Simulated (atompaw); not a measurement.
Building the PAW (atompaw) potential for titanium (PBE, scalar-relativistic).

Input for atompaw 4.2.0.5:

```
Ti 22
GGA-PBE scalarrelativistic loggrid 1500 logderivrange -8 5 326
4 4 3 0 0 0
4 0 0
4 1 0
3 2 2
0 0 0
c
c
v
v
c
v
v
v
2
2.50 2.30 1.75 1.95
n
n
y
-1
n
bloechl gaussian
3 0 troulliermartins
PWSCFOUT
UPFDX 0.0125d0 UPFXMIN -7.d0 UPFZMESH 22.d0
END
```

Command:

```bash
atompaw < Ti.input > Ti.log
```

The program printed (summary file):

```
Completed calculations for Ti (AE)

 Exchange-correlation type: GGA, Perdew-Burke-Ernzerhof

 Radial integration grid is logarithmic
 r0 =   3.7230371E-04 h =   8.1906817E-03   n =      1500 rmax =   8.0000000E+01

 Scalar relativistic calculation

 AEatom converged in  27 iterations
   nz     =  22.00
   delta  =       6.155189510659E-18

 All Electron Orbital energies:
  n  l      occupancy      energy
  1  0      2.0000000E+00 -3.5905031E+02
  2  0      2.0000000E+00 -4.0632365E+01
  3  0      2.0000000E+00 -5.7732948E+00
  4  0      0.0000000E+00 -1.2417427E+00
  2  1      6.0000000E+00 -3.3822888E+01
  3  1      6.0000000E+00 -4.0251428E+00
  4  1      0.0000000E+00 -9.1211782E-01
  3  2      2.0000000E+00 -1.4464525E+00

 Total energy
   Total                    :    -1705.59139764114161

 ---
 Completed calculations for Ti (SC)

 Exchange-correlation type: GGA, Perdew-Burke-Ernzerhof

 Radial integration grid is logarithmic
 r0 =   3.7230371E-04 h =   8.1906817E-03   n =      1500 rmax =   8.0000000E+01

 Scalar relativistic calculation

 SCatom converged in   1 iterations
   nz     =  22.00
   delta  =       4.525376110685E-21

 Valence Electron Orbital energies:
  n  l      occupancy      energy
   3  0      2.0000000E+00 -5.7732948E+00
   4  0      0.0000000E+00 -1.2417427E+00
   3  1      6.0000000E+00 -4.0251428E+00
   4  1      0.0000000E+00 -9.1211782E-01
   3  2      2.0000000E+00 -1.4464525E+00

 Total energy
   Total                    :    -1705.59139764113684
   Valence                  :     -181.67117996431176

 PAW parameters:
       lmax =            2
         rc =    2.5023346398085269
        irc =         1077
   rc_shape =    2.3055162834741187
    rc_vloc =    1.7593809629146973
    rc_core =    1.9570970091989257
   Vloc: Norm-conserving Troullier-Martins with l= 3;e=   0.0000E+00
   Projector type: Bloechl + Gram-Schmidt ortho.
   Gaussian compensation charge shape with gausstol =   1.0000E-04

 Number of basis functions     6
 No.   n  nodes  l      Energy         Cp coeff         Occ
  1    3    2    0   -0.5773295E+01 -0.4951908E+01  0.2000000E+01
  2    4    3    0   -0.1241743E+01 -0.6286805E+01  0.0000000E+00
  3    3    1    1   -0.4025143E+01 -0.6776411E+00  0.6000000E+01
  4    4    2    1   -0.9121178E+00 -0.7648939E+00  0.0000000E+00
  5    3    0    2   -0.1446453E+01  0.2368560E+01  0.2000000E+01
  6  999    1    2   -0.1000000E+01  0.2984957E+01  0.0000000E+00

 Eigenvalues of overlap operator (in the basis of projectors):
    1        3.90500207E-02
    2        1.67418740E-01
    3        8.75179099E-01
    4        4.53025383E+00
    5        4.92089793E+00
    6        7.53170165E+00

 Orbital leakage outside PAW augmentation regions
   orb  is_core?  %out_of_sphere
   1 0    T           0.00
   2 0    T           0.00
   3 0    F           0.23
   4 0    F          65.01
   2 1    T           0.00
   3 1    F           0.76
   4 1    F          79.72
   3 2    F           9.20

 Summary of PAW energies
   Total valence energy     :   -181.67112476337294
   Smooth energy            :     16.27669907224614
   One center               :   -197.94782383561909
   Smooth kinetic           :     53.50337831014247
   Vloc energy              :    -28.75285271850468
   Smooth exch-corr         :    -19.99276741224465
   One-center xc            :    -63.19137188891096
```

The run took about 2.1 s on one core of a shared server CPU.
